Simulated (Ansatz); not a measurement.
Q: Name a neutral molecule of C, O, Sn and H with LUMO energy (ωB97M-V/def2-TZVPP) between 0.35 and 0.65 eV and LUMO energy (PBE0/def2-TZVPP) between -1.70 and -1.40 eV (Ansatz, PBE0-D4/def2-TZVP geometry).

A: `CC1=CC(C)=[O+][Sn-]([OH])[O]1` (0.41 eV, -1.66 eV). Other molecules can fit too; these were computed, each in one conformer that needn't be the lowest.
